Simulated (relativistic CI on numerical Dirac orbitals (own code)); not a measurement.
How well does a small relativistic CI reproduce Cu+?

Method of calculation: Dirac-Coulomb-Breit CI, separate exchange-only KLI orbitals for each configuration, model QED, valence Slater integrals scaled by 0.85, P86 correlation estimate, and configurations built on the next ion tied to the tabulated ionisation energy (semi-empirical) (own radial code, finite nucleus).

Configuration list (outside the closed core [Ar]): 3d10, 3d9.4s, 3d9.4p, 3d9.4d, 3d9.5s, 3d9.4f, 3d8.4s2, 3d8.4s.4p, 3d9.5p, 3d9.5d, 3d9.5f, 3d9.5g, 3d8.4s.5s, 3d8.4p2. Levels of other configurations are missing.

```
Configuration  Term (tabulated)  J  Measured (cm⁻¹)  Computed  Error  Purity (%)
         3d10                1S  0              0.0         0      0          99
       3d9.4s                3D  3          21928.8     27817   5888          99
       3d9.4s                3D  2          22847.1     28745   5898          92
       3d9.4s                3D  1          23998.4     29821   5822          99
       3d9.4s                1D  2          26264.6     32447   6183          92
       3d9.4p               3P°  2          66418.7     69793   3374          97
       3d9.4p               3P°  1          67916.6     71187   3271          96
       3d9.4p             3F° †  3          68447.7     71975   3527          68
       3d9.4p             3F° †  4          68730.9     72044   3313          99
       3d9.4p               3P°  0          68850.3     72055   3205          99
       3d9.4p               3F°  2          69868.0     73240   3372          87
       3d9.4p               3D°  1          73102.0     75936   2834          94
       3d9.4p               1P°  1          73595.8     77598   4002          96
```

Measured levels from NIST Handbook of Basic Atomic Spectroscopic Data (Sansonetti and Martin, J. Phys. Chem. Ref. Data 34, 1559 (2005)); pairs were made by configuration, J and term (by order where the table uses no LS term), so strongly mixed levels may be paired wrongly.

Mean error by configuration (cm⁻¹): 3d9.4s 5948; 3d9.4p 3343. Over the excited levels the mean absolute error is 4385 cm⁻¹ (12 of the 15 excited levels that our extract of the source holds in range could be paired, and the others can miss by more), and the median relative error of those above 1,000 cm⁻¹ is 5.3 %. † marks terms whose computed intervals miss the measured ones by more than a factor of 2.5, or configurations far off the rest, from wrong mixing, a near crossing or a doubtful label or measurement; they are left out of the means.

Transition probabilities of persistent lines. The last column rescales the computed rate by the cube of measured over computed energy:

```csv
λ measured (Å),Lower,Upper,A tabulated (s⁻¹),A computed,A rescaled
1358.77 vacuum,3d10 1S_0,3d9.4p 1P°_1,3.17e+08,5.64e+08,4.81e+08
2135.98 air,3d9.4s 3D_3,3d9.4p 3F°_4,3.33e+08,3.78e+08,4.48e+08
2192.27 air,3d9.4s 3D_2,3d9.4p 3F°_3,2.54e+08,2.57e+08,3.02e+08
2247.00 air,3d9.4s 3D_3,3d9.4p 3P°_2,3.27e+08,3.08e+08,3.67e+08
```
